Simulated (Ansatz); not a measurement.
Spectroscopic constants of SbTe, multiplicity 2 (lowest of 2S+1 = 2, 4 at CCSD(T)/def2-TZVPP on PBE0 minima; our sources give no spin for the ground state, which may be another). No spin–orbit coupling. The T1 diagnostic near the minimum is 0.048, so single-reference values are doubtful.

The constants come from a fifth-degree fit in 1/R (seven points, main isotopes). In def2 and cc sets the state is the lowest found near the PBE0 minimum, followed along R.

The values were computed with Ansatz (a first-principles code). Values without a source in brackets are computed. In def2 rows elements past Kr take small-core potentials, without spin–orbit coupling.

Energies at SVWN5/def2-TZVPP:

```tsv
R (Å)	E (hartree)
2.347657	-507.55593779
2.410766	-507.56315532
2.468826	-507.56657623
2.534459	-507.56749721
2.600093	-507.56596482
2.675824	-507.56188634
2.764176	-507.55487817
```

With a reduced mass of 62.6217 u, find the minimum, the force constant and the constants.

A fifth-degree polynomial in 1/R puts the minimum at r_e = 2.5237 Å with force constant 258 N/m. Then ω_e = (1/2πc)√(k/μ) = 264 cm⁻¹ and B_e = h/(8π²cμr_e²) = 0.04227 cm⁻¹; the cubic and quartic terms give α_e = 9.2e-5 and ω_e x_e = 0.43 cm⁻¹.
